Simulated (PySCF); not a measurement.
**Ionisation energy of Sb by level of theory**

Sb [Kr] 4d10 5s2 5p3 (4S) → Sb⁺ [Kr] 4d10 5s2 5p2 (3P), as a difference of total energies. Calculation: PySCF 2.14, in x2c-TZVPPall with one added diffuse shell each of s, p, d, f type (9s7p5d3f, 76 functions); scalar relativity by spin-free X2C-1e. Correlated levels: valence: [Kr] 4d10 frozen. The calculations carry no spin-orbit coupling.

```json
{"method": "UHF", "ionisation energy (eV)": "8.598"}
{"method": "MP2 (valence)", "ionisation energy (eV)": "9.002"}
{"method": "SCS-MP2 (valence)", "ionisation energy (eV)": "8.878"}
{"method": "CCSD (valence)", "ionisation energy (eV)": "8.988"}
{"method": "CCSD(T) (valence)", "ionisation energy (eV)": "9.018"}
```

**Question.** How much does correlation contribute at CCSD(T) (valence)?

**Answer.** 9.018 − (8.598) = 0.420 eV, measured against UHF.

Errors of the correlated levels include the incompleteness of this basis and the frozen core.

For comparison: 9.124 eV (measured; NIST levels, between the centres of gravity of the two terms).
